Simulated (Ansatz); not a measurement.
`[SiH3][O][Ge][O][SiH3]` → Ge• + 6 H• + 2 O• + 2 Si•  (atomization)

Calculated with Ansatz (gas phase, PBE0-D4/def2-TZVP geometries, no zero-point term in ΔE). CCSD(T)/CBS adds triple-zeta CCSD(T) − MP2 to the extrapolated MP2 energy (def2 sets, frozen cores). This one scheme is used for every species, atoms too. Functionals use def2-TZVPP. Open shells (•) are unrestricted, without spin–orbit coupling. Spin–orbit coupling would lower the free atoms: a little for O, Si; clearly for Ge. Bonds to Ge are less sure, by a few kJ/mol each and by 10 to 20 or more in all where they break to atoms, as the def2 sets lack core-valence functions. Scalar relativity is left out up to krypton. Each species was taken in one conformer, which may not be the lowest.

`[SiH3][O][Ge][O][SiH3]`:

```xyz
11

Si    0.666   -2.184   -0.535
O     0.237   -0.602   -0.624
Ge    0.029    0.695   -1.844
O    -0.457    1.966   -0.705
Si   -0.665    2.009    0.933
H     0.994   -2.716   -1.888
H     1.858   -2.325    0.339
H    -0.459   -2.971    0.031
H     0.602    1.688    1.639
H    -1.086    3.387    1.292
H    -1.719    1.053    1.361
```

CCSD(T)/CBS gives +3762.4 kJ/mol.

(1) Another level gave +3670.0 kJ/mol. Which?
A. LC-ωPBE/def2-TZVPP
B. r2SCAN-D4/def2-TZVPP
C. SCS-MP2/def2-TZVPP
D. r2SCANh/def2-TZVPP

Largest T1 diagnostic among the species: 0.014.

Answers

(1) A. LC-ωPBE 3670.0, r2SCANh 3696.0, SCS-MP2/def2-TZVPP 3707.7, r2SCAN-D4 3733.1 kJ/mol.

From PBE to PBE0 (25 % exact exchange), in def2-TZVPP and without D4, ΔE moves by −58.2 kJ/mol: exact exchange takes away binding that semilocal exchange gives to molecules. Leaving LDA and LC-ωPBE aside and taking each functional with its dispersion term where it has one, the values, not all of them listed here, spread over 125.8 kJ/mol, from BHLYP-D4 to ωB97X-V. LDA lies +506.8 kJ/mol from PBE without D4, its usual overbinding.

For atomizations the MP2-based limit and the directly extrapolated one differ by several kJ/mol either way, and by 10 to 25 for some Ge, Se and Sn compounds, so smaller differences from it don't rank the levels.
